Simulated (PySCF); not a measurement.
PySCF 2.14 output of an unrestricted M06-L calculation on a single atom or ion in cc-pVTZ-DK, with the spin-free X2C one-electron Hamiltonian (Gaussian nucleus):

```
SCF conv_tol = 1e-09
number electrons alpha = 14  beta = 14
    Y. Zhao and D. G. Truhlar.,  J. Chem. Phys. 125, 194101 (2006)
    Y. Zhao and D. G. Truhlar.,  J. Chem. Phys. 125, 194101 (2006)
    Y. Zhao and D. G. Truhlar.,  Theor. Chem. Acc. 120, 215 (2008)
cycle= 1 E= -1654.39835053313  delta_E= -0.00393  |g|= 0.177  |ddm|= 0.369
cycle= 2 E= -1654.37352749933  delta_E= 0.0248  |g|= 0.475  |ddm|= 0.159
cycle= 3 E= -1654.40328496663  delta_E= -0.0298  |g|= 0.0324  |ddm|= 0.123
cycle= 4 E= -1654.40345058784  delta_E= -0.000166  |g|= 0.000533  |ddm|= 0.0121
cycle= 5 E= -1654.4034506358  delta_E= -4.8e-08  |g|= 9.84e-06  |ddm|= 0.000589
cycle= 6 E= -1654.40345063581  delta_E= -1.07e-11  |g|= 1.27e-06  |ddm|= 1.52e-06
converged SCF energy = -1654.40345063581  <S^2> = -1.2434498e-14  2S+1 = 1
```

The run itself started from symmetry-adapted Hartree-Fock orbitals and held the occupation by maximum overlap, on a logarithmic radial grid, so the iterations belong to that start.

Question: Which element, charge and spin multiplicity is this?

Answer: Cu⁺ (copper, charge +1), multiplicity 1; the state was [Ar] 3d10, closed-shell 1S.
